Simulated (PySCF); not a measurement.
## Assigning NMR signals

Bonds (- single, = double, # triple, : aromatic): C1#C2 1.202 Å, C2-Si3 1.852 Å, Si3-O4 1.619 Å, O4-Si5 1.619 Å, Si3-O6 1.619 Å, O6-Si7 1.619 Å. C1 carries H8; Si3 carries H9; Si5 carries H10, H11, H12; Si7 carries H13, H14, H15.

How the numbers were obtained: geometry from GFN2-xTB, PBE0/pcSseg-1 with gauge-including orbitals, in PySCF 2.14 (one computed conformer, in vacuum, no relativistic terms, equivalent nuclei averaged).

Scale: $^{13}$C (186.93 ppm), $^{1}$H (31.72 ppm) vs TMS (reference shieldings calculated alike).

**Question.** Assign these signals to the numbered atoms. $^{13}$C{$^{1}$H} NMR (computed): δ 96.9, 89.9.

**Answer.** 
| δ (ppm) | atoms | environment | reason |
| --- | --- | --- | --- |
| 96.9 | C1 | terminal alkyne carbon | sp carbons lie upfield of alkene carbons because the cylindrical π system leaves one tensor component strongly shielded |
| 89.9 | C2 | alkyne carbon | the triple bond shields along its axis, which puts it between sp3 and sp2 carbons |

**Question.** Assign these signals to the numbered atoms. $^{1}$H NMR (400 MHz, computed): δ 5.26 (s, 6H), 4.61 (d, 1H), 1.73 (d, 1H).

**Answer.** 
5.26 → H10/H11/H12/H13/H14/H15, hydrogen on a silicon bonded to O
4.61 → H9, hydrogen on a silicon bonded to C, 2 O
1.73 → H8, hydrogen on a terminal alkyne carbon: it lies on the axis of the triple bond, in its shielding cone

Shifts are as computed. Against solution values, carbons near 30 ppm lie about +3 ppm off and those near 130 ppm about +5 ppm. Of 1211 compounds with measured shifts, 218 miss one by over three times the rms of a fit or turn the order of signals round; such compounds aren't used in these exercises. Multiplicities follow the n + 1 count of equivalent neighbours, as no J values were calculated; m marks all less simple cases, F and P coupling included.
